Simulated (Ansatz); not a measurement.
Basis sets compared for (NMe2)2Sn(OSiH2)2O (C₄H₁₆N₂O₃Si₂Sn). Total charge 0; singlet. Geometry r2SCAN-D4/def2-SVP. Ansatz on 4 threads of Arm Neoverse V1 on a shared host; times are rough, and most runs start from earlier orbitals.

```xyz
28

Sn    0.037    0.000    0.008
N    -1.786    0.471    0.719
C    -1.953    0.745    2.132
C    -2.722    1.160   -0.147
N    -0.199   -0.918   -1.768
C    -1.123   -2.031   -1.864
C     0.913   -0.970   -2.696
O     1.360    1.445   -0.373
Si    2.766    1.808    0.422
O     2.962    0.788    1.722
Si    2.331   -0.644    2.289
O     0.901   -0.971    1.521
H    -1.207    0.186    2.719
H    -2.955    0.414    2.464
H    -1.861    1.823    2.384
H    -3.758    0.849    0.092
H    -2.679    2.266   -0.050
H    -2.534    0.903   -1.202
H    -1.940   -1.918   -1.133
H    -1.579   -2.059   -2.872
H    -0.642   -3.017   -1.692
H     0.537   -0.943   -3.737
H     1.568   -0.097   -2.555
H     1.528   -1.890   -2.591
H     3.918    1.632   -0.509
H     2.722    3.205    0.934
H     3.308   -1.739    2.031
H     2.090   -0.497    3.751
```

In the def2 sets Sn takes a core potential; there is no spin–orbit coupling.

Binding counts from free atoms (Sn triplet, N quartet, C triplet, O triplet, Si triplet, H doublet) in the same basis, without a counterpoise term.

```json
{"level": "PBE-D4/def2-SVP", "functions": "268", "energy (Eh)": "-1289.2652", "HOMO (eV)": "-5.10", "LUMO (eV)": "-2.09", "binding per atom (eV)": "4.00", "wall time": "8 s"}
{"level": "PBE0-D4/def2-SVP", "functions": "268", "energy (Eh)": "-1289.3703", "HOMO (eV)": "-6.45", "LUMO (eV)": "-1.10", "binding per atom (eV)": "3.92", "wall time": "19 s"}
```

(1) Estimate the rows for PBE-D4/def2-TZVP, PBE0-D4/def2-TZVP (with forces).

## Answers

(1) 
```csv
level,functions,energy (Eh),HOMO (eV),LUMO (eV),binding per atom (eV),wall time
PBE-D4/def2-TZVP,499,-1290.0814,-5.23,-2.28,4.00,18 s
PBE0-D4/def2-TZVP (with forces),499,-1290.1773,-6.52,-1.27,3.92,77 s
```
